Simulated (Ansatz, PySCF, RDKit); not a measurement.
Noncovalent pair: CH3F (SMILES CF) (first 5 atoms) with C2H3N (SMILES CC#N); geometry from B3LYP-D3(BJ)/def2-TZVP.
(charge 0, multiplicity 1):
```xyz
11

C      0.37294     0.59248    -0.17773
F      1.16322    -0.29152     0.56562
H     -0.17778     1.22593     0.51524
H      1.03060     1.19013    -0.80904
H     -0.31110     0.00621    -0.79144
C      1.05544    -0.33384     3.80620
C      0.14400     0.72646     3.40956
N     -0.57503     1.56195     3.08293
H      1.40318    -0.85830     2.91686
H      1.91330     0.08670     4.33154
H      0.54818    -1.03749     4.46671
```

Counterpoise-corrected where a basis set is named; no monomer relaxation. Rows marked so take none.

Correlated levels freeze the cores. Rows in 3-21G, 6-31G* carry no dispersion term and start afresh at each structure (6-31G* with six Cartesian d functions).

Run with Ansatz (an electronic-structure program) with Gaussian orbitals; PySCF for 3-21G rows, 6-31G* rows, the dispersion terms; RDKit for the force fields. Each number belongs to the level named beside it.

```tsv
level	interaction energy (kcal/mol)
MMFF94	-2.39
HF/3-21G (no counterpoise)	-5.77
HF/6-31G* (no counterpoise)	-3.29
SVWN5/def2-TZVPPD	-5.14
PBE/def2-TZVPPD	-2.59
revPBE-D4/def2-TZVPPD	(withheld)
r2SCAN-D3(BJ)/def2-TZVPPD	-3.71
wB97M-V/def2-TZVPPD	-3.74
SCS-MP2/aug-cc-pVDZ	(withheld)
```

Task: Fill in the missing entries.

Result: 
- revPBE-D4/def2-TZVPPD, interaction energy (kcal/mol): -3.15
- SCS-MP2/aug-cc-pVDZ, interaction energy (kcal/mol): -2.80
